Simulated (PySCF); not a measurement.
Atoms are numbered as in `[CH2:1]=[CH:2]/[CH:3]=[CH:4]/[CH:5]=[C:6]([F:7])[F:8]`; H(Xn) means a hydrogen on atom n. Ha(C1) is cis to C3; Hb(C1) is trans to C3.

GIAO PBE0/pcSseg-1 shifts (PySCF 2.14.0 with density-fitted response routines, gas phase, non-relativistic, equivalent atoms averaged), each against references optimised in the same way as the molecule (TMS, CFCl3).

On the GFN2-xTB geometry: C6 171.6, C2 145.3, C3 140.3, C4 130.0, C1 124.9, C5 90.2, F8 -83.1, F7 -84.1, H(C2) 6.67, H(C4) 6.40, H(C3) 6.36, Ha(C1) 5.54, Hb(C1) 5.45, H(C5) 5.18 ppm.

Problem. What changes on the PBE0-D3(BJ)/def2-SVP geometry?

Solution. 
```csv
atoms,δ (ppm),change
C6,166.8,-4.8
C2,145.4,+0.1
C3,138.1,-2.2
C4,130.2,+0.2
C1,124.4,-0.5
C5,87.7,-2.5
F8,-82.5,+0.6
F7,-81.0,+3.1
H(C2),6.46,-0.21
H(C4),6.22,-0.18
H(C3),6.14,-0.22
Ha(C1),5.43,-0.11
Hb(C1),5.37,-0.08
H(C5),4.92,-0.26
```

Unscaled 19F shifts against computed CFCl3 carry errors that often reach 10 to 50 ppm.

Part of each change is the reference's own: σ(TMS, C) goes from 186.9 to 184.4 ppm, σ(CFCl3, F) goes from 170.9 to 177.2 ppm, σ(TMS, H) goes from 31.72 to 31.27 ppm.

Bonds between heavy atoms that differ most (equivalent bonds averaged): C6–F8 1.330 → 1.308 Å, C6–F7 1.329 → 1.311 Å, C1–C2 1.332 → 1.342 Å, C2–C3 1.438 → 1.447 Å, C5–C6 1.328 → 1.337 Å. Mean change of bonds to hydrogen: C–H +0.015 Å.
